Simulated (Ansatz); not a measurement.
Input for Ansatz (a quantum-chemistry and plane-wave program): R-CCSD(T)/def2-QZVPPD on H4Sn (SMILES [SnH4]). Elements past Kr take the def2 small-core potentials; no spin–orbit coupling. The basis file is the Basis Set Exchange's JSON of that set.

Ansatz 0.2 input:
```yaml
crystal:
  periodic: [false, false, false]
  atoms:
    - {symbol: Sn, position_ang: [0.00000000, -0.00000000, 0.00000000]}
    - {symbol: H, position_ang: [0.98641901, 0.98641901, 0.98641901]}
    - {symbol: H, position_ang: [0.98641901, -0.98641901, -0.98641901]}
    - {symbol: H, position_ang: [-0.98641901, 0.98641901, -0.98641901]}
    - {symbol: H, position_ang: [-0.98641901, -0.98641901, 0.98641901]}
basis:
  gaussian:
    orbitals: def2-QZVPPD.json
magnetization: {spin_polarized: false}
correlation: {method: ccsd_t, electrons: outside_noble_gas}
scf: {lower_state_search: off}
```

Output:

```
WARN ansatz: RAYON_NUM_THREADS=4 ignored (pool sized by the plan → 4); use --threads N
Functional definition: HF
these checks for a lower state are left out or cut short: stability, starts, cluster_reference, orbital_swaps, neighbouring_geometries, increment
integrals: 1.09 GiB planned
1296 factors; integrals over basis functions are off by at most 6.5e-4 eV
mean field: 0.59 GiB planned
mean field evaluation 1: about -5867.5078 eV, gradient 9.8e0 eV
mean field evaluation 2: about -5867.5098 eV, gradient 9.8e0 eV
mean field evaluation 4: about -5868.0311 eV, gradient 1.5e0 eV
mean field evaluation 8: about -5868.0370 eV, gradient 1.8e-4 eV
mean field -5868.03702333 eV, -215.6463831092 hartree, gradient 1.9e-6 eV, S^2 0.000000; 0 other end points of the search recorded, 0 dependent functions left out
9 core orbitals not correlated
reference -5868.03702333 eV, -215.6463831092 hartree; 4, 4 occupied and 207, 207 virtual orbitals, 1296 factors
second order -3.71832979 eV of doubles, -0.00000000 eV of singles
coupled cluster: 1.58 GiB planned
cycle   1  -4.21891452 eV  change   -5.0e-1 eV  update   5.7e-2
cycle   2  -4.44958078 eV  change   -2.3e-1 eV  update   2.1e-2
cycle   3  -4.45402277 eV  change   -4.4e-3 eV  update   4.5e-3
cycle   4  -4.45307248 eV  change    9.5e-4 eV  update   1.6e-3
cycle   5  -4.45304335 eV  change    2.9e-5 eV  update   4.6e-4
cycle   6  -4.45287123 eV  change    1.7e-4 eV  update   1.1e-4
cycle   7  -4.45288072 eV  change   -9.5e-6 eV  update   2.7e-5
cycle   8  -4.45289591 eV  change   -1.5e-5 eV  update   7.8e-6
cycle   9  -4.45289513 eV  change    7.8e-7 eV  update   2.1e-6
perturbative correction -0.09710960 eV, -0.0035687119 hartree
Total energy: -5872.58702806 eV, -215.8135926987 hartree
Checks for a lower state left out: stability, starts, cluster_reference, orbital_swaps, neighbouring_geometries, increment
```

The run converged.

Cost: roughly 15 core-seconds.
